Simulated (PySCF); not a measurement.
# Cd²²⁺: ionisation energy

Cd²²⁺ [Ar] 3d8 (3F) → Cd²³⁺ [Ar] 3d7 (4F), as a difference of total energies. Calculation: PySCF 2.14, in an uncontracted even-tempered set (19 s from 2.5 bohr⁻², ratio 2.5; 13 p from 3.2 bohr⁻², ratio 2.5; 8 d from 3.2 bohr⁻², ratio 2.5; 4 f from 15 bohr⁻², ratio 2.7; 3 g from 23 bohr⁻², ratio 2.7); scalar relativity by spin-free X2C-1e. Correlated levels: outer shells: [Ne] frozen; virtual orbitals above 40 to 60 times the deepest correlated orbital energy dropped. The calculations carry no spin-orbit coupling.

```json
{"method": "UHF", "ionisation energy (eV)": "1097.1"}
{"method": "LDA", "ionisation energy (eV)": "1098.7"}
{"method": "PBE", "ionisation energy (eV)": "1098.3"}
{"method": "PBE0", "ionisation energy (eV)": "1098.6"}
{"method": "r2SCAN", "ionisation energy (eV)": "1099.3"}
{"method": "r2SCANh", "ionisation energy (eV)": "1099.3"}
{"method": "B2PLYP", "ionisation energy (eV)": "1098.5"}
{"method": "MP2 (outer shells)", "ionisation energy (eV)": "1098.6"}
{"method": "SCS-MP2 (outer shells)", "ionisation energy (eV)": "1098.6"}
```

A first-order spin-orbit estimate (lowest level to lowest level, LS coupling) adds -0.149 eV.

Breit and QED terms and the two-electron picture change are absent.

For comparison: 1095 ± 4 eV (theoretical estimate listed by NIST; NIST Atomic Spectra Database, ionization energies).
